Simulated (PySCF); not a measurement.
Sn(OH)3(SiMe3), SMILES C[Si](C)([Sn]([OH])([OH])[OH])C, GFN2-xTB optimised geometry.

```
20

C      0.10    -2.45    -1.96
Si    -0.94    -0.93    -1.46
C     -2.38    -1.34    -0.29
C     -1.41     0.19    -2.92
Sn     0.63     0.50     0.00
O      2.67     0.50     0.00
O      0.18    -0.15     1.87
O      0.25     2.49     0.00
H      0.99    -2.15    -2.51
H      0.41    -3.01    -1.09
H     -0.48    -3.11    -2.60
H     -2.00    -1.72     0.65
H     -2.97    -0.46    -0.08
H     -3.04    -2.09    -0.72
H     -2.16    -0.29    -3.55
H     -0.55     0.41    -3.54
H     -1.81     1.13    -2.57
H      3.04    -0.15     0.60
H      0.32     0.49     2.57
H      1.05     3.01    -0.10
```

Density from B3LYP/def2-SVP, def2 effective core potentials past Kr (PySCF) at that geometry. The core electrons that the potentials of Sn replace are not part of the density.

Minimum of the electron density along straight lines between bonded atoms, close to the bond critical point (lines longer than 1.1 times the sum of covalent radii, or with two minima, are not listed):

```csv
bond,length / Å,ρ at the minimum / e bohr⁻³,∇²ρ there / e bohr⁻⁵,position (fraction from the first atom)
C1–Si2,1.905,0.111,0.30,0.62
Si2–C3,1.897,0.113,0.29,0.38
Si2–C4,1.903,0.112,0.30,0.38
Si2–Sn5,2.578,___,___,0.46
Sn5–O6,2.042,0.094,0.46,0.51
Sn5–O7,2.031,0.096,0.49,0.51
Sn5–O8,2.024,0.098,0.49,0.51
C1–H9,1.087,0.273,-0.98,0.63
C1–H10,1.087,0.273,-0.98,0.63
C1–H11,1.086,0.273,-0.98,0.62
C3–H12,1.086,0.274,-1.01,0.64
C3–H13,1.086,0.273,-0.99,0.63
C3–H14,1.086,0.272,-0.97,0.62
C4–H16,1.087,0.272,-0.98,0.63
C4–H17,1.087,0.273,-0.99,0.63
O6–H18,0.955,0.357,-2.28,0.81
O7–H19,0.954,0.357,-2.29,0.81
O8–H20,0.955,0.357,-2.31,0.81
```

What belongs in the gaps?


- Si2–Sn5, ρ at the minimum / e bohr⁻³: 0.073
- Si2–Sn5, ∇²ρ there / e bohr⁻⁵: -0.08
